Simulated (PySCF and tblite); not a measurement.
Results of a calculation; reference values are marked as such.
C₅H₁₀ClFSi, numbered as in [F:1][Si@H:2]1[CH2:3][CH2:4][CH2:5][CH2:6][C@@H:7]1[Cl:8].

Search: ETKDG and KDG, MMFF94s, GFN2-xTB, 60 starts; geometries at GFN2-xTB. Free energies are B3LYP-D3(BJ)/def2-SVP (IEF-PCM, acetone) single points with GFN2-xTB rigid-rotor and vibrational terms (modes under about 100 cm⁻¹ blended into free rotors). Symmetry numbers and mirror images are counted. Conformers within 2.5 kcal/mol (GFN2-xTB free energy) were kept, 6 at most. Codes: tblite and PySCF.

Rotational constants are equilibrium values for the commonest isotopes; dipoles come from the energy level named and are polarised by its solvent model.

The 6-ring runs over atoms 2–3–4–5–6–7.

```
conformer                                       shape  symmetry  weight %
        1                6-ring chair (F1, Cl8 axial)        C1      93.9
        2  6-ring chair (all substituents equatorial)        C1       6.1
```

Sets of constants, in random order:

```tsv
set	A (MHz)	B (MHz)	C (MHz)	abs μa (D)	abs μb (D)	abs μc (D)
P	1721	1255	958	0.53	1.42	0.09
Q	1740	1220	779	3.39	1.85	0.00
```

(1) Match each set to its conformer.

Results:

(1) P is conformer 1, Q is conformer 2.


Conformer gaps in def2-SVP on xTB geometries can be 2 kcal/mol too large for S=O, P=O and other polar bonds.